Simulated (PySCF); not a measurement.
H$_{12}$Si$_{5}$, charge +1, doublet, at a GFN2-xTB geometry (a state made from the parent by changing its charge; the spin is typed, not shown lowest), atoms displaced at random by about 0.03 Å a coordinate. Base run: R2SCAN/STO-3G, gradient (PySCF).

Here is a job for PySCF.
```python
from pyscf import gto, scf, dft

mol = gto.Mole()
mol.atom = '''
    Si   -0.33005146   -2.31792986   -0.65220940
    Si   -0.04465216   -0.01683530    0.00329636
    Si   -1.46394642    1.75091598   -0.85224401
    Si   -0.39923860   -0.04056675    2.42775327
    Si    2.14056376    0.55312870   -0.89698304
    H    -1.73875633   -2.58944098   -0.25811820
    H     0.63695309   -3.17225080   -0.00767602
    H    -0.20883868   -2.29871966   -2.11384468
    H    -0.98033571    3.09166824   -0.35663482
    H    -2.75961186    1.47570738   -0.27762991
    H    -1.43534417    1.64829806   -2.27499161
    H    -1.74435790   -0.36702844    2.72308451
    H     0.59653881   -1.00690741    2.95971858
    H    -0.09751493    1.30286145    2.83115968
    H     3.13127941   -0.38161066   -0.26293925
    H     2.20197511    0.40698909   -2.33239793
    H     2.50183103    1.85192016   -0.43248474
'''
mol.basis = 'sto-3g'
mol.charge = 1
mol.spin = 1
mol.verbose = 4
mol.build()

mf = dft.UKS(mol)
mf.xc = 'r2scan'
mf.kernel()
g = mf.nuc_grad_method()
grad = g.kernel()
```

The coordinate followed is z of atom 7.

The base run was repeated with changes; each row names its change, and settings that it needs were set with it.

| change | dE/dx (Eh/bohr) | net force (Eh/bohr) |
|---|---|---|
| base | -0.001152 | 0.000257 |
| grid_response = on | -0.001153 | 0.000000 |
| finite difference step (bohr) = 1e-4; conv_tol = 1e-11 | -0.001153 | - |
| grids.level = 0; grid_response = off | -0.001005 | 0.002500 |
| finite difference step (bohr) = 0.2; conv_tol = 1e-11 | -0.000932 | - |
| finite difference step (bohr) = 0.05; conv_tol = 1e-11 | -0.001139 | - |
| finite difference step (bohr) = 1e-5; conv_tol = 1e-11 | -0.001151 | - |
| conv_tol = 1e-11 | -0.001152 | 0.000257 |
| finite difference step (bohr) = 0.01; conv_tol = 1e-11 | -0.001152 | - |
| conv_tol = 1e-4 | -0.001270 | 0.000258 |
| finite difference step (bohr) = 1e-3; conv_tol = 1e-11 | -0.001153 | - |
| grids.level = 5; grid_response = off | -0.001156 | 0.000029 |

The net force is zero for an exact gradient.

Open shells are given as the SCF converged; they aren't shown to be the lowest states, and a large step between rows can be another state.
